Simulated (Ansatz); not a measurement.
`BC#N` + `BNCC` → `BN(B)CC` + `C#N` at 600 K and 1 bar (ligand exchange at a B–C bond).

Computed with Ansatz on PBE0-D4/def2-TZVP structures; ΔE is electronic, products minus reactants. CCSD(T)/CBS is the MP2 limit (def2-TZVPP, def2-QZVPP) plus CCSD(T) − MP2 in def2-TZVPP, frozen cores. This one scheme is used for every species. One conformer a species, not always the lowest.

```tsv
species	CCSD(T)/CBS energy (Eh)	H − E (kJ/mol)	S (J/(mol·K))
`BC#N`	-118.71067	105.4	291.0
`BNCC`	-160.44809	329.4	380.8
`BN(B)CC`	-185.85795	370.9	428.3
`C#N`	-93.32098	64.3	228.4
```

H − E and S are ideal-gas, rigid-rotor, harmonic terms from PBE0-D4/def2-TZVP, for one conformer and one mirror image of each species. 1 Eh = 2625.50 kJ/mol, R = 8.31446 J/(mol·K).

Problem. By hand: ΔE, ΔH, ΔS and ΔG.

Solution. ΔE = (-185.85795) + (-93.32098) − (-118.71067) − (-160.44809) = -0.02017 Eh = -53.0 kJ/mol. Δ(H − E) = 370.9 + 64.3 − 105.4 − 329.4 = 0.4, so ΔH = -52.6 kJ/mol. ΔS = 428.3 + 228.4 − 291.0 − 380.8 = -15.1 J/(mol·K). ΔG = -52.6 − 600 × (-15.1)/1000 = -43.5 kJ/mol.

Problem. By hand: the equilibrium constant, and the temperature at which ΔG would vanish if ΔH and ΔS stayed fixed.

Solution. log₁₀ K = −ΔG/(RT ln 10) = 3.8. ΔG = 0 at ΔH/ΔS = 3483 K, far beyond where these terms or the molecules hold.

ΔH outweighs TΔS. A doubt of 5 kJ/mol in ΔE shifts log₁₀ K by 0.4 here. Other conformers and mirror images would add mixing entropy, several J/(mol·K) or more a flexible species. Modes under 60 cm⁻¹, often nearly free rotors, make the harmonic entropy too high. These are equilibria of isolated gas molecules and say nothing of rates. Largest T1 diagnostic: 0.014 (customary marks: 0.02 for closed shells, 0.045 for open ones).
